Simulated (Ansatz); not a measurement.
Method: frozen-core CCSD(T)/cc-pVTZ // PBE-D3(BJ)/def2-TZVP (Ansatz, a program for electronic structure).

Ansatz 0.2 input:
```yaml
crystal:
  periodic: [false, false, false]
  atoms:
    - { symbol: F, position_ang: [-0.100198, -0.025016, 1.684572] }
    - { symbol: Si, position_ang: [-0.005264, -0.001283, 0.088446] }
    - { symbol: Br, position_ang: [-0.167086, 2.093806, -0.572122] }
    - { symbol: Br, position_ang: [-1.666232, -1.207594, -0.710243] }
    - { symbol: Br, position_ang: [1.938779, -0.859913, -0.490656] }
basis:
  gaussian: { orbitals: cc-pVTZ }
correlation:
  method: ccsd_t
```

Output:

```
Functional definition: HF
1248 factors; integrals over basis functions are off by at most 1.1e-3 eV
mean field evaluation 1: about -220573.7256 eV, gradient 3.2e1 eV
mean field evaluation 2: about -220574.0062 eV, gradient 3.2e1 eV
mean field evaluation 4: about -220576.2727 eV, gradient 1.9e0 eV
mean field evaluation 8: about -220576.3159 eV, gradient 1.3e-1 eV
mean field evaluation 16: about -220574.9796 eV, gradient 2.2e1 eV
mean field -220576.31600644 eV, -8106.0301012399 hartree, gradient 5.5e-6 eV, S^2 0.000000; 0 other end points of the search recorded, 0 dependent functions left out
33 core orbitals not correlated
reference -220576.31600644 eV, -8106.0301012399 hartree; 31, 31 occupied and 129, 129 virtual orbitals, 1248 factors
second order -28.06423672 eV of doubles, -0.00000000 eV of singles
cycle   1  -28.00296732 eV  change    6.1e-2 eV  update   1.1e-1
cycle   2  -28.58997848 eV  change   -5.9e-1 eV  update   2.9e-2
cycle   3  -28.70229624 eV  change   -1.1e-1 eV  update   1.4e-2
cycle   4  -28.68389614 eV  change    1.8e-2 eV  update   3.2e-3
cycle   5  -28.68181776 eV  change    2.1e-3 eV  update   1.3e-3
cycle   6  -28.68243637 eV  change   -6.2e-4 eV  update   4.0e-4
cycle   7  -28.68208662 eV  change    3.5e-4 eV  update   1.2e-4
cycle   8  -28.68205817 eV  change    2.8e-5 eV  update   3.0e-5
perturbative correction -1.10344259 eV, -0.0405507674 hartree
Total energy: -220606.10150721 eV, -8107.1246982038 hartree
```

Cost: about 2.8 core-minutes (a rough figure).
